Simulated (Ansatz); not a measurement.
Reaction (substitution at a C–Si bond): `CC[Si]SC` + H₂Se → `CC[SeH]` + `CS[SiH]`

Program: Ansatz. Geometries: PBE0-D4/def2-TZVP. ΔE: electronic, gas phase. CBS: MP2 limit from def2 TZ/QZ plus the TZ coupled-cluster correction, frozen cores. DFT in def2-TZVPP. For Se outer-core shells are correlated without core-valence functions, which leaves a few kJ/mol of doubt a bond. Scalar relativity is left out up to krypton. Each species was taken in one conformer, which may not be the lowest.

| level | ΔE (eV) |
| --- | --- |
| r2SCANh-D4 | 0.20 |
| MP2/def2-QZVPP | 0.18 |

(1) What does CCSD(T)/CBS give? (Best estimate.)

Largest T1 diagnostic among the species: 0.016.

## Answers

(1) Ansatz gave: +0.18 eV. The listed levels differ from it by 0.02, 0.00 eV.

From BLYP to BHLYP (50 % exact exchange), in def2-TZVPP and without D4, ΔE moves by +0.03 eV. The D4 term adds +0.09 eV with B3LYP and +0.05 eV with PBE0; it sums over pairs of atoms, weighted by their polarisabilities, and B3LYP, whose exchange is more repulsive, gets the larger term. In def2-TZVPP, CCSD(T) changes the Hartree–Fock value by +0.10 eV (the triples alone add +0.01 eV) and MP2 by +0.10 eV.

B3LYP here is the variant with VWN-RPA as its local correlation; programs differ in this.
